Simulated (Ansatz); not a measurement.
Two isomers of C2H3BFNO: A = `N#CCB(O)F`, B = `FC/N=C1/BO1`.

Program: Ansatz. Geometries: PBE0-D4/def2-TZVP. ΔE: electronic, gas phase. CCSD(T)/CBS is the MP2 limit (def2-TZVPP, def2-QZVPP) plus CCSD(T) − MP2 in def2-TZVPP, frozen cores. DFT in def2-TZVPP. B3LYP here is the variant with VWN-RPA as its local correlation; programs differ in this. Each species was taken in one conformer, which may not be the lowest.

A:

```xyz
9

N    -0.007   -2.602   -1.229
C    -0.308   -1.612   -0.730
C    -0.678   -0.364   -0.096
B     0.524    0.618    0.202
O     0.285    1.705    0.960
F     1.736    0.396   -0.293
H    -1.211   -0.571    0.837
H    -1.396    0.163   -0.736
H     1.056    2.267    1.084
```

B:

Z-matrix (Å, degrees):
```
C
N 1 1.414
F 1 1.377 2 115.2
H 1 1.095 2 108.4 3 120.7
H 1 1.095 2 108.4 3 -120.7
C 2 1.233 1 126.7 3 0.0
B 6 1.475 2 170.5 1 180.0
O 6 1.464 2 134.6 1 -0.0
H 7 1.182 6 160.9 2 0.0
```

Which is lower in electronic energy at CCSD(T)/CBS, and by how much? (An estimate is asked.)

Ansatz gave: A, by 106.0 kcal/mol.

Give E(B) − E(A) in kcal/mol with HF/def2-TZVPP, PBE0-D4, CCSD/def2-TZVPP, B3LYP-D4, BLYP-D4, B3LYP, B2PLYP. (An estimate is asked.)

The calculation gave: HF/def2-TZVPP 115.5, PBE0-D4 98.2, CCSD/def2-TZVPP 109.0, B3LYP-D4 101.0, BLYP-D4 96.9, B3LYP 101.2, B2PLYP 104.4. None reverses the order clearly.

Largest T1 diagnostic: 0.016.

In def2-TZVPP, CCSD(T) changes the Hartree–Fock value by −9.0 kcal/mol (the triples alone add −2.5 kcal/mol) and MP2 by −6.8 kcal/mol. From PBE to PBE0 (25 % exact exchange), in def2-TZVPP and without D4, E(B) − E(A) moves by +5.4 kcal/mol.
